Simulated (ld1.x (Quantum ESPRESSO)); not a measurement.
**silver: PAW pseudisation with PBE, scalar-relativistic reference atom.**

```json
{
  "Element": "Ag",
  "Generator": "ld1.x (Quantum ESPRESSO) 7.5",
  "Type": "PAW",
  "Functional": "PBE",
  "Relativity": "scalar-relativistic",
  "Frozen core": "[Kr]",
  "Valence charge": "11",
  "Reference configuration": "4d9 5s0 5p0 (charge +2)",
  "Partial waves": "5s (bound, empty): rcut 2.15, rcutus 2.30 bohr; 5s channel at 2.6 Ry: rcut 2.15, rcutus 2.30 bohr; 5p (bound, empty): rcut 2.30, rcutus 2.55 bohr; 5p channel at 2.75 Ry: rcut 2.30, rcutus 2.55 bohr; 4d (bound): rcut 1.40, rcutus 1.90 bohr; 4d channel at -1.8 Ry: rcut 1.40, rcutus 1.90 bohr",
  "Local potential": "all-electron potential smoothed inside 1.60 bohr (lloc = -2)",
  "Core correction": "Bessel-smoothed model core inside 1.45 bohr",
  "Augmentation charge": "BESSEL, radius 1.55 bohr"
}
```

Task: Estimate the cutoffs (Ry, on a coarse ladder) from which the occupation-weighted sum of valence levels, in a spherical-Bessel basis at the reference potential, stays within 10 and 1 mRy of its value at 400 Ry.

Result: 30 Ry and 50 Ry.

Task: Does the potential have ghost states?

Result: No extra level below or beside the all-electron valence levels (s, p, d, f tested).

Task: Is the overlap operator S = 1 + Σ q|β⟩⟨β| positive definite (Bessel basis up to 400 Ry)?

Result: Yes: its lowest eigenvalue is 0.68 (p channel).

Task: Tests: 4d10 5s1 5p0; 4d10 5s0 5p0; 4d8 5s0 5p0; 4d10 5s0.5 5p0; 4d9 5s2 5p0; 4d7 5s0 5p0; 4d10 5s0 5p1. Which has the largest error in its energy relative to the reference configuration, and how large is it?

Result: 4d7 5s0 5p0, with -616 meV (all-electron minus pseudo) on +87.91 eV.
